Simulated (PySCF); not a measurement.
## How methods differ on the ionisation energy of Bi(69+)

Bi(69+) [Ne] 3s2 3p2 [3p1/2^2, M_J = 0] → Bi(70+) [Ne] 3s2 3p1 [3p1/2^1, M_J = 1/2], as a difference of total energies. Computed with PySCF 2.14 in an uncontracted even-tempered set (17 s from 25 bohr⁻², ratio 2.4; 14 p from 32 bohr⁻², ratio 2.4; 4 d from 110 bohr⁻², ratio 2.6; 4 f from 160 bohr⁻², ratio 2.6), with the two-component X2C-1e Hamiltonian. Correlated levels: 1s2 frozen; the 46 highest virtual spinors dropped. "Screened" scales the spin-orbit matrix elements by Boettger's factors to mimic the two-electron term; Breit and QED terms are absent.

| method | ionisation energy (eV) |
| --- | --- |
| GHF (spin-free) | 8356.1 |
| GMP2 (spin-free) | 8357.0 |
| GHF (screened spin-orbit) | 8793.4 |
| GMP2 (screened spin-orbit) | 8795.1 |

Breit and QED terms and the two-electron picture change are absent.

The spin-free rows relax to the high-spin LS determinant and lack the spin-orbit shift.

The labels give the starting determinants; with spin-orbit coupling the two ends relaxed to ⟨J²⟩ = 0.00, ⟨L²⟩ = 1.36, ⟨S²⟩ = 1.36 and ⟨J²⟩ = 0.75, ⟨L²⟩ = 2.05, ⟨S²⟩ = 0.79.

For comparison: 8780 ± 50 eV (theoretical estimate listed by NIST; NIST Atomic Spectra Database, ionization energies).
